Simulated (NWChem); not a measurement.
Program: NWChem. System: H₄HfS, charge 1, spin multiplicity 2, at the geometry of a parent with another charge or spin, in a state set for the comparison that need not be this species' ground state. Its SCF solution wasn't tested for a lower state. Level: UMP2/def2-TZVPP with def2 effective core potentials on Hf, 5 core orbitals frozen.

Job file:

```
start mol
memory heap 200 mb stack 900 mb global 1100 mb
charge 1
geometry units angstroms nocenter noautoz noautosym
  Hf    -0.030320     0.425337     0.000000
  H     -1.845425     0.823507     0.000000
  H      0.797007     1.122402     1.504963
  H      0.797007     1.122402    -1.504963
  S      0.224029    -1.980828     0.000000
  H     -1.149995    -1.999314     0.000000
end
basis spherical
  * library def2-tzvpp
end
ecp
  Hf library def2-ecp
end
scf
  uhf
  nopen 1
  maxiter 100
  thresh 1e-7
  semidirect memsize 60000000 filesize 0
  # guess.movecs holds the orbitals of an unrestricted PBE0 run
  vectors input guess.movecs output mol.movecs
end
mp2
  freeze core 5
end
task mp2 energy
```

NWChem printed:

```
             Northwest Computational Chemistry Package (NWChem) 7.3.0
             --------------------------------------------------------

                                NWChem Input Module
                                -------------------

 Scaling coordinates for geometry "geometry" by  1.889725989
 (inverse scale =  0.529177249)

                             Geometry "geometry" -> ""
                             -------------------------

 Output coordinates in angstroms (scale by  1.889725989 to convert to a.u.)

  No.       Tag          Charge          X              Y              Z
 ---- ---------------- ---------- -------------- -------------- --------------
    1 Hf                  72.0000    -0.03032000     0.42533700     0.00000000
    2 H                    1.0000    -1.84542500     0.82350700     0.00000000
    3 H                    1.0000     0.79700700     1.12240200     1.50496300
    4 H                    1.0000     0.79700700     1.12240200    -1.50496300
    5 S                   16.0000     0.22402900    -1.98082800     0.00000000
    6 H                    1.0000    -1.14999500    -1.99931400     0.00000000

 Effective nuclear repulsion energy (a.u.)     342.2382822540

            Nuclear Dipole moment (a.u.)
            ----------------------------
        X                 Y               Z
 ---------------- ---------------- ----------------
     0.0000340151     0.0000245664     0.0000000000


 Summary of "ao basis" -> "" (spherical)
 ------------------------------------------------------------------------------
       Tag                 Description            Shells   Functions and Types
 ---------------- ------------------------------  ------  ---------------------
 *                         def2-tzvpp                 on all atoms

 Summary of "ao basis" -> "ao basis" (spherical)
 ------------------------------------------------------------------------------
       Tag                 Description            Shells   Functions and Types
 ---------------- ------------------------------  ------  ---------------------
 Hf                        def2-tzvpp               16       56   6s4p3d2f1g
 H                         def2-tzvpp                6       14   3s2p1d
 S                         def2-tzvpp               14       42   5s5p3d1f

                                 NWChem SCF Module
                                 -----------------

  ao basis        = "ao basis"
  functions       =   154
  atoms           =     6
  alpha electrons =    16
  beta  electrons =    15
  charge          =   1.00
  wavefunction    = UHF
  use symmetry    = F
  symmetry adapt  = F

 Summary of "ao basis" -> "ao basis" (spherical)
 ------------------------------------------------------------------------------
       Tag                 Description            Shells   Functions and Types
 ---------------- ------------------------------  ------  ---------------------
 Hf                        def2-tzvpp               16       56   6s4p3d2f1g
 H                         def2-tzvpp                6       14   3s2p1d
 S                         def2-tzvpp               14       42   5s5p3d1f

 Forming initial guess at       0.1s

 Starting SCF solution at       0.1s

 ----------------------------------------------
         Quadratically convergent UHF

 Convergence threshold     :          1.000E-07
 Maximum no. of iterations :          100
 Integral*density screening:          1.000E-09
 ----------------------------------------------
[...]
 -----------   ------   -------------------------------------------------------
    1 Hf  12     5.50  -0.01 -0.16  0.72  0.45  0.40  0.01  1.11  1.51  0.45  0.18  0.30  0.39  0.09  0.01  0.04  0.00
    2 H    1     0.57   0.11  0.31  0.14  0.00  0.01  0.00
    3 H    1     0.57   0.11  0.31  0.15  0.00  0.01  0.00
    4 H    1     0.57   0.11  0.31  0.15  0.00  0.01  0.00
    5 S   16     7.36   1.00  0.24  0.74  0.55  0.38  2.07  0.86  0.34  0.86  0.28  0.00  0.01  0.02  0.00
    6 H    1     0.43   0.11  0.26  0.03  0.00  0.02  0.00

   Mulliken analysis of the spin density
   -------------------------------------

    Atom       Charge   Shell Charges
 -----------   ------   -------------------------------------------------------
    1 Hf  12     0.01   0.00  0.00 -0.00  0.00 -0.01  0.00  0.00  0.00 -0.00  0.00 -0.00  0.00  0.01  0.00  0.01  0.00
    2 H    1    -0.00  -0.00 -0.00 -0.00 -0.00 -0.00  0.00
    3 H    1     0.00  -0.00  0.00  0.00 -0.00  0.00 -0.00
    4 H    1     0.00  -0.00  0.00  0.00 -0.00  0.00 -0.00
    5 S   16     1.03   0.00  0.00 -0.00  0.02  0.01  0.03 -0.02  0.16  0.61  0.20  0.00  0.00  0.01 -0.00
    6 H    1    -0.04  -0.01 -0.03 -0.01  0.00  0.00  0.00

       Multipole analysis of the density wrt the origin
       ------------------------------------------------

     L   x y z        total         alpha         beta         nuclear
     -   - - -        -----         -----         ----         -------
     0   0 0 0      1.000000    -16.000000    -15.000000     32.000000

     1   1 0 0     -0.179001     -1.974967     -1.641858      3.437824
     1   0 1 0     -2.210268     24.796363     21.219567    -48.226198
     1   0 0 1      0.000000      0.000000      0.000000      0.000000

     2   2 0 0    -27.852941    -26.454972    -25.726122     24.328153
     2   1 1 0      0.705515      9.295731      8.145063    -16.735279
     2   1 0 1      0.000000     -0.000000      0.000000      0.000000
     2   0 2 0    -18.596935   -144.814173   -131.416499    257.633737
     2   0 1 1     -0.000000      0.000000     -0.000000      0.000000
     2   0 0 2    -28.567607    -23.929641    -20.814271     16.176304

                   NWChem MP2 Semi-direct Energy/Gradient Module
                   ---------------------------------------------

  Basis functions       =    154
  Molecular orbitals    =    154
  Frozen core           =      5
  Frozen virtuals       =      0
  Active alpha occupied =     11
  Active beta occupied  =     10
  Active alpha virtual  =    138
  Active beta virtual   =    139
  Use MO symmetry       = F
  Use skeleton AO sym   = F

  AO/Fock/Back tols     =   1.0D-09  1.0D-09  1.0D-09

 GA uses MA = F    GA memory limited = T

 Available:
  local mem=  1.26D+08
 global mem=  1.44D+08
 local disk=  0.00D+00
  mp2_memr nvloc                   138
  nvloc new                   138
   1 passes of  11:        7340032                     173797                  58666657.
   1 passes of  11: M    126121215           G      144131768           F     118781183.

 Semi-direct pass number   1 of   1  for UHF alpha       at       24.6s
  vrange nnbf                 11359
  mp2_eaftype                   223  avail_ma_in_mb                  1099
 EAF : mp2_eaftype filesize         223   29333328.
  mp2_eaf for mointskh                    223
Node 0 wrote    137.9 Mb in      0.1 s     Agg I/O rate:  1334.8 Mb/s
 Done moints_semi at       31.6s
  mp2_eaftype                   223  avail_ma_in_mb                   876
 EAF : mp2_eaftype filesize         223   29333328.
  mp2_eaf for kh                   223
 Done maket at       32.0s
 Done multipass loop at       32.0s

 GA uses MA = F    GA memory limited = T

 Available:
  local mem=  1.26D+08
 global mem=  1.44D+08
 local disk=  0.00D+00
  mp2_memr nvloc                   139
  nvloc new                   139
   1 passes of  10:        7340032                     163222                  53723220.
   1 passes of  10: M    126121215           G      144131768           F     118781183.

 Semi-direct pass number   1 of   1  for UHF beta        at       32.0s
  vrange nnbf                 11359
  mp2_eaftype                   204  avail_ma_in_mb                  1099
 EAF : mp2_eaftype filesize         204   26861610.
  mp2_eaf for mointskh                    204
Node 0 wrote    126.3 Mb in      0.1 s     Agg I/O rate:  1402.5 Mb/s
 Done moints_semi at       38.8s
  mp2_eaftype                   204  avail_ma_in_mb                   895
 EAF : mp2_eaftype filesize         204   26861610.
  mp2_eaf for kh                   204
 Done maket at       39.2s
 Done multipass loop at       39.2s

          -------------------------------------------
          SCF energy                -447.010551267718
          Correlation energy          -0.457833538129
          Singlet pairs                0.000000000000
          Triplet pairs                0.000000000000
          Total MP2 energy          -447.468384805847
          -------------------------------------------

          ---------------------------------------------------
                    Spin Component Scaled (SCS) MP2
          Same spin pairs                     -0.106280175943
          Same spin scaling factor             0.333333333333
          Opposite spin pairs                 -0.351553362186
          Opposite spin scaling fact.          1.200000000000
          SCS-MP2 correlation energy          -0.457290759938
          Total SCS-MP2 energy              -447.467842027656
          ---------------------------------------------------

 -----------------------
 Performance information
 -----------------------

 Timer overhead =  9.58D-08 seconds/call

               Nr. of calls         CPU time (s)                 Wall time (s)                GFlops
             ---------------    -------------------     ------------------------------   -------------------
Name         Min   Avg   Max    Min     Avg     Max     Min     Avg     Max   Mx/calls   Min     Max     Sum
mp2: moin     2     2     2    14.     14.     14.      14.     14.     14.     6.9      0.0     0.0     0.0
mp2: make     2     2     2   0.69    0.69    0.69     0.69    0.69    0.69    0.35      0.0     0.0     0.0
mp2: tota     1     1     1    15.     15.     15.      15.     15.     15.     15.      0.0     0.0     0.0

 The average no. of pstat calls per process was 5.00D+00
 with a timing overhead of 4.79D-07s

 Task  times  cpu:       39.1s     wall:       39.1s

 Total times  cpu:       39.2s     wall:       39.2s
```
